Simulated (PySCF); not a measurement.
One molecule, one basis, several functionals.

CH2BF4Ga.
Cartesian coordinates in Å at the PBE0-D3(BJ)/def2-SVP level; atoms count from 1:
```
atom  x, y, z in Å
F1    -2.0550    0.5055   -1.0871
B2    -1.4414   -0.0922   -0.0849
F3    -2.0797   -0.1192    1.0732
C4    -0.0249   -0.7030   -0.2452
Ga5    1.3236    0.5581    0.3600
F6     1.3027    2.2616   -0.0114
F7     2.6956    0.0863    1.3264
H8     0.2122   -0.9086   -1.3005
H9     0.1249   -1.6062    0.3636
```

PySCF, def2-SVPD basis, density fitting, gas phase, PBE0-D3(BJ)/def2-SVP geometry; singlet excitations by full TDDFT with frozen cores, triplets by Tamm–Dancoff TDDFT and ionisation energies by ΔSCF, from the lowest of the holes tried. One functional is left out:

```
functional  exact exchange (%)  HOMO energy (eV)  LUMO energy (eV)  lowest singlet excitation (eV)  lowest triplet excitation (eV)  dipole moment (D)  mean polarisability (au)  vertical ionisation energy (eV)
       LDA                   0             -8.85             -2.81                            6.56                            5.84              3.021                      53.1                            12.00
       PBE                   0             -8.61             -2.52                            6.58                            5.80              2.933                      53.0                            11.70
      PBE0                  25            -10.12             -1.60                            7.38                            6.43              3.044                      49.0                            12.28
 BHandHLYP                  50            -11.46             -0.86                            7.83                            6.83              3.160                      46.1                            12.57
```

Task: Predict the row of B3LYP (20 % exact exchange) by straight lines through the other rows, and check it.

Result: 
| property | line | computed | computed − line | PBE0 (25 %), for comparison |
| --- | --- | --- | --- | --- |
| HOMO energy (eV) | -9.83 | -9.87 | -0.04 | -10.12 |
| LUMO energy (eV) | -1.90 | -1.94 | -0.04 | -1.60 |
| lowest singlet excitation (eV) | 7.12 | 7.16 | +0.04 | 7.38 |
| lowest triplet excitation (eV) | 6.25 | 6.23 | -0.02 | 6.43 |
| dipole moment (D) | 3.044 | 3.062 | +0.018 | 3.044 |
| mean polarisability (au) | 50.1 | 49.9 | -0.2 | 49.0 |
| vertical ionisation energy (eV) | 12.16 | 12.24 | +0.08 | 12.28 |
